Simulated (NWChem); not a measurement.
System: CdIBr; SMILES [Br][Cd][I]

The following NWChem deck was run.

```
start job
memory heap 200 mb stack 900 mb global 1100 mb
geometry units angstroms noautosym nocenter noautoz
  Cd    -0.042484     0.351798     0.000000
  Br    -0.172618     2.761759     0.000000
  I      0.096960    -2.230176     0.000000
end
basis spherical
  * library def2-svpd
end
ecp
  Cd library def2-ecp
  I library def2-ecp
end
dft
  xc xcamb88 1.00 lyp 0.81 vwn_5 0.19 hfexch 1.00
  cam 0.33 cam_alpha 0.19 cam_beta 0.46
  iterations 150
end
property
  response 1 0.0
end
task dft property
```

Parts of the log:

```
             Northwest Computational Chemistry Package (NWChem) 7.3.0
             --------------------------------------------------------

                             Geometry "geometry" -> ""
                             -------------------------

 Output coordinates in angstroms (scale by  1.889725989 to convert to a.u.)

  No.       Tag          Charge          X              Y              Z
 ---- ---------------- ---------- -------------- -------------- --------------
    1 Cd                  48.0000    -0.04248400     0.35179800     0.00000000
    2 Br                  35.0000    -0.17261800     2.76175900     0.00000000
    3 I                   53.0000     0.09696000    -2.23017600     0.00000000

 Effective nuclear repulsion energy (a.u.)    1085.3479392590

                                 NWChem DFT Module
                                 -----------------

 Summary of "ao basis" -> "ao basis" (spherical)
 ------------------------------------------------------------------------------
       Tag                 Description            Shells   Functions and Types
 ---------------- ------------------------------  ------  ---------------------
 Cd                        def2-svpd                12       34   5s4p2d1f
 Br                        def2-svpd                15       41   6s5p4d
 I                         def2-svpd                13       35   5s5p3d

            General Information
            -------------------
          SCF calculation type: DFT
          Wavefunction type:  closed shell.
          No. of atoms     :     3
          No. of electrons :    80
           Alpha electrons :    40
            Beta electrons :    40
          Charge           :     0
          Spin multiplicity:     1
          Use of symmetry is: off; symmetry adaption is: off
          Maximum number of iterations: 150
          AO basis - number of functions:   110
                     number of shells:    40
          Convergence on energy requested:  1.00D-06
          Convergence on density requested:  1.00D-05
          Convergence on gradient requested:  5.00D-04

              XC Information
              --------------
                     Hartree-Fock (Exact) Exchange  1.000
                   CAM-Becke88 Exchange Functional  1.000
                      VWN V Correlation Functional  0.190 local
              Lee-Yang-Parr Correlation Functional  0.810

           Range-Separation Parameters
           ---------------------------
           Alpha           :  0.19
           Beta            :  0.46
           Gamma           :  0.33
           Short-Range HF  :     F

             Grid Information
             ----------------
          Grid used for XC integration:  medium
          Radial quadrature: Mura-Knowles
          Angular quadrature: Lebedev.
          Tag              B.-S. Rad. Rad. Pts. Rad. Cut. Ang. Pts.
          ---              ---------- --------- --------- ---------
          Cd                  1.55      123          12.0       590
          Br                  1.15      112          17.0       590
          I                   1.40      123          16.0       590
          Grid pruning is: on
          Number of quadrature shells:   358
          Spatial weights used:  Erf1

      Superposition of Atomic Density Guess
      -------------------------------------

 Sum of atomic energies:       -3111.18836567

      Non-variational initial energy
      ------------------------------

 Total energy =   -3035.922737
 1-e energy   =   -5092.245696
 2-e energy   =    1707.894255
 HOMO         =      -0.354847
 LUMO         =      -0.062602

   convergence    iter        energy       DeltaE   RMS-Dens  Diis-err
 ---------------- ----- ----------------- --------- --------- ---------
 d= 0,ls=0.0,diis     1  -3039.4318216791 -3.39D+03  1.04D-02  3.89D-01
 d= 0,ls=0.0,diis     2  -3039.4556158802 -2.38D-02  4.25D-03  2.28D-01
 d= 0,ls=0.0,diis     3  -3039.4814128782 -2.58D-02  9.69D-04  9.98D-03
 d= 0,ls=0.0,diis     4  -3039.4824192459 -1.01D-03  1.70D-04  4.54D-04
 d= 0,ls=0.0,diis     5  -3039.4824713861 -5.21D-05  5.27D-05  8.98D-06
  Resetting Diis
 d= 0,ls=0.0,diis     6  -3039.4824729014 -1.52D-06  9.08D-06  6.16D-07
 d= 0,ls=0.0,diis     7  -3039.4824729759 -7.45D-08  4.26D-06  7.71D-08

         Total DFT energy =    -3039.482472975928
      One electron energy =    -5092.092881263074
           Coulomb energy =     1833.321328964250
    Exchange-Corr. energy =     -129.139625129067
 Nuclear repulsion energy =      348.428704451964

 Numeric. integr. density =       79.999999866510

                       DFT Final Molecular Orbital Analysis
                       ------------------------------------

 Vector   38  Occ=2.000000D+00  E=-3.625234D-01
              MO Center= -1.5D-01,  2.4D+00, -2.6D-07, r^2= 3.0D+00
   Bfn.  Coefficient  Atom+Function         Bfn.  Coefficient  Atom+Function
  ----- ------------  ---------------      ----- ------------  ---------------
    52      0.397320  2 Br pz                49      0.374420  2 Br pz
    50      0.368939  2 Br px                47      0.347675  2 Br px
    46     -0.246728  2 Br pz                44     -0.229104  2 Br px
    89      0.105871  3 I  pz                87      0.098309  3 I  px
    92      0.090259  3 I  pz                90      0.083812  3 I  px

 Vector   39  Occ=2.000000D+00  E=-3.358165D-01
              MO Center=  7.4D-02, -1.8D+00,  9.2D-08, r^2= 3.6D+00
   Bfn.  Coefficient  Atom+Function         Bfn.  Coefficient  Atom+Function
  ----- ------------  ---------------      ----- ------------  ---------------
    89     -0.429991  3 I  pz                87      0.400523  3 I  px
    92     -0.365521  3 I  pz                90      0.340471  3 I  px
    86      0.173564  3 I  pz                84     -0.161669  3 I  px
    83      0.140486  3 I  pz                81     -0.130858  3 I  px
    52      0.110052  2 Br pz                49      0.104616  2 Br pz

 Vector   40  Occ=2.000000D+00  E=-3.358165D-01
              MO Center=  7.4D-02, -1.8D+00, -9.1D-08, r^2= 3.6D+00
   Bfn.  Coefficient  Atom+Function         Bfn.  Coefficient  Atom+Function
  ----- ------------  ---------------      ----- ------------  ---------------
    87      0.429365  3 I  px                89      0.401106  3 I  pz
    90      0.364989  3 I  px                92      0.340967  3 I  pz
    84     -0.173311  3 I  px                86     -0.161905  3 I  pz
    81     -0.140282  3 I  px                83     -0.131049  3 I  pz
    50     -0.109892  2 Br px                47     -0.104464  2 Br px

 Vector   41  Occ=0.000000D+00  E=-5.710671D-02
              MO Center= -2.9D-02,  9.9D-02, -2.5D-08, r^2= 7.1D+00
   Bfn.  Coefficient  Atom+Function         Bfn.  Coefficient  Atom+Function
  ----- ------------  ---------------      ----- ------------  ---------------
     5      0.897692  1 Cd s                  4      0.492561  1 Cd s
    91     -0.384889  3 I  py                51      0.338003  2 Br py
     2     -0.324481  1 Cd s                 79     -0.316516  3 I  s
    88     -0.310121  3 I  py                48      0.240603  2 Br py
    39     -0.220720  2 Br s                 78     -0.199767  3 I  s

 Vector   42  Occ=0.000000D+00  E=-3.474110D-03
              MO Center= -3.5D-02,  2.2D-01, -5.3D-06, r^2= 5.8D+00
   Bfn.  Coefficient  Atom+Function         Bfn.  Coefficient  Atom+Function
  ----- ------------  ---------------      ----- ------------  ---------------
    14      0.626054  1 Cd pz                12     -0.408208  1 Cd px
    11      0.221583  1 Cd pz                92     -0.212655  3 I  pz
     8     -0.204193  1 Cd pz                52     -0.179010  2 Br pz
     9     -0.144480  1 Cd px                90      0.138657  3 I  px
     6      0.133141  1 Cd px                89     -0.128024  3 I  pz

 Vector   43  Occ=0.000000D+00  E=-3.474110D-03
              MO Center= -3.5D-02,  2.2D-01,  5.3D-06, r^2= 5.8D+00
   Bfn.  Coefficient  Atom+Function         Bfn.  Coefficient  Atom+Function
  ----- ------------  ---------------      ----- ------------  ---------------
    12      0.625143  1 Cd px                14      0.408802  1 Cd pz
     9      0.221261  1 Cd px                90     -0.212345  3 I  px
     6     -0.203896  1 Cd px                50     -0.178750  2 Br px
    11      0.144690  1 Cd pz                92     -0.138860  3 I  pz
     8     -0.133335  1 Cd pz                87     -0.127837  3 I  px

     Multipole analysis of the density
     ---------------------------------

     L   x y z        total         alpha         beta         nuclear
     -   - - -        -----         -----         ----         -------
     0   0 0 0      0.000000    -40.000000    -40.000000     80.000000

     1   1 0 0      0.014003      4.227998      4.227998     -8.441992
     1   0 1 0     -0.259510    -45.429440    -45.429440     90.599369
     1   0 0 1     -0.000000     -0.000000     -0.000000      0.000000

[...]

 DFT Linear Response polarizability / au
 Frequency  =       0.0000000 / au
              X              Y              Z
 -----------------------------------------------
 X      68.1579333     -3.5943887      0.0000002
 Y      -3.5943888    134.5227952     -0.0000002
 Z       0.0000002     -0.0000002     67.9638259
 -----------------------------------------------
 Eigenvalues =      67.9638252    134.7169033     67.9638259
 Isotropic   =      90.2148515
 Anisotropic =      66.7530777
 -----------------------------------------------

 Magnetic Dipole Response Matrix (nonzero elements):

 Exiting AOResponse driver routine
```

Level: CAM-B3LYP/def2-SVPD with def2 effective core potentials on Cd, I. All runs use the structure optimised with PBE0/def2-SVP. No frequency run checked for a minimum. def2 effective core potentials on Cd, I; no spin-orbit coupling.
